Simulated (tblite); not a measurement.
Distances in Å between the heavy atoms of a computed structure (GFN2-xTB; lower triangle, same order across):
```
O1    0.00
C2    1.20  0.00
C3    2.39  1.45  0.00
C4    3.58  2.43  1.38  0.00
S5    5.00  3.97  2.61  1.71  0.00
C6    4.45  3.74  2.32  2.41  1.72  0.00
S7    5.75  5.26  3.92  4.14  3.12  1.73  0.00
C8    4.89  4.76  3.75  4.50  4.11  2.39  1.73  0.00
S9    5.96  6.11  5.31  6.19  5.84  4.12  3.12  1.73  0.00
C10   4.84  5.29  4.88  6.05  6.17  4.50  4.13  2.40  1.73  0.00
S11   5.56  6.29  6.21  7.48  7.80  6.16  5.84  4.12  3.14  1.72  0.00
C12   4.20  5.13  5.41  6.77  7.45  6.01  6.18  4.50  4.16  2.43  1.74  0.00
C13   2.98  3.82  4.06  5.43  6.19  4.84  5.28  3.72  3.91  2.31  2.60  1.35  0.00
C14   3.46  3.90  3.62  4.87  5.27  3.74  3.92  2.31  2.65  1.39  2.61  2.30  1.42  0.00
C15   3.51  3.47  2.69  3.75  3.90  2.31  2.65  1.39  2.65  2.32  3.90  3.72  2.66  1.43  0.00
C16   3.13  2.62  1.44  2.32  2.62  1.39  2.65  2.32  3.92  3.75  5.26  4.83  3.58  2.68  1.43  0.00
```

Hydrogens: 1 on C2, 1 on C4, 1 on C12, 1 on C13.

Neutral, closed shell.

Q: Which heavy atoms are bonded, and with what formal order?

A: O1–C2 (double); C2–C3 (single); C3–C4 (aromatic); C4–S5 (aromatic); S5–C6 (aromatic); C6–S7 (aromatic); S7–C8 (aromatic); C8–S9 (aromatic); S9–C10 (aromatic); C10–S11 (aromatic); S11–C12 (aromatic); C12–C13 (aromatic); C13–C14 (aromatic); C14–C15 (aromatic); C15–C16 (aromatic); C3–C16 (aromatic); C6–C16 (aromatic); C8–C15 (aromatic); C10–C14 (aromatic). The orders are those of one drawing; other resonance forms can be drawn.

Q: Give the structure as a SMILES string.

A: `O=Cc1csc2sc3sc4sccc4c3c12`, C11H4OS4. Among its features: aldehyde and aromatic ring with sulfur.

Q: Which rings does it hold?

A: C10–S11–C12–C13–C14 (5 members, 0.00 Å rms from planarity); C8–S9–C10–C14–C15 (5 members, 0.00 Å rms from planarity); C3–C4–S5–C6–C16 (5 members, 0.00 Å rms from planarity); C6–S7–C8–C15–C16 (5 members, 0.00 Å rms from planarity).

Q: Classify the heavy atoms.

A: O1: aldehyde oxygen; C2: aldehyde carbon; C3: substituted aromatic carbon; C4: aromatic CH next to a ring sulfur; S5: thiophene-type sulfur; C6: ring-fusion aromatic carbon; S7: thiophene-type sulfur; C8: ring-fusion aromatic carbon; S9: thiophene-type sulfur; C10: ring-fusion aromatic carbon; S11: thiophene-type sulfur; C12: aromatic CH next to a ring sulfur; C13: aromatic CH carbon; C14: ring-fusion aromatic carbon; C15: ring-fusion aromatic carbon; C16: ring-fusion aromatic carbon.

The values belong to the conformer `[O:1]=[CH:2][c:3]1[cH:4][s:5][c:6]2[s:7][c:8]3[s:9][c:10]4[s:11][cH:12][cH:13][c:14]4[c:15]3[c:16]12`: O1–C2–C3–C4 180°.
